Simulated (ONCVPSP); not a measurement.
LDA (Perdew-Zunger) ONCV dataset for Al, fully relativistic all-electron reference.

Al, optimised norm-conserving Vanderbilt (ONCV), made with ONCVPSP 4.0.1 (LDA (Perdew-Zunger), fully relativistic). Core [Ne], reference 3s1.5 (charge +1.5). Waves: 3s: rc 1.65 bohr, ncon 4, nbas 8, qcut 3.9 1/bohr, 1 projector; p scattering state at 0.02 Ha: rc 1.70 bohr, ncon 4, nbas 9, qcut 5.8 1/bohr, 2 projectors, debl 1.4 Ha; d scattering state at 0.03 Ha: rc 1.65 bohr, ncon 4, nbas 9, qcut 5 1/bohr, 1 projector. Local part: polynomial inside 1.30 bohr (lpopt 5, dvloc0 3 Ha). Core correction: Teter function fitted to the true core (icmod 2), fcfact 0.5.

Open shells are filled in proportion to 2j + 1.

In the p channel the program set the typed energies aside and used 0.050, 1.450 Ha (j = l + 1/2; the other j can differ).

What the tests gave:

```json
{
  "Cutoffs needed": "6.1 Ha and 12 Ha (the cutoffs (Ha) at which the residual kinetic energy of the hardest occupied pseudo-wave falls to 1 and 0.1 mHa per electron) The cutoffs count occupied waves only; projector 2 of the p channel, the hardest unoccupied one, needs 96 Ha at the loose tolerance.",
  "Ghost test": "no bound ghost flagged but for a GHOST(-) flag that falls on a real empty level of the atom; GHOST(+) flagged for p1/2 at 551.7 eV",
  "Largest excitation error": "+21 meV (all-electron minus pseudo) for 3s1 3p2, out of 4 test configurations",
  "rms error of d²Exc/dni dnj": "11.97 mHa without and 1.73 mHa with the model core"
}
```

Generation and tests took about 2.8 s on one core of a shared server CPU.
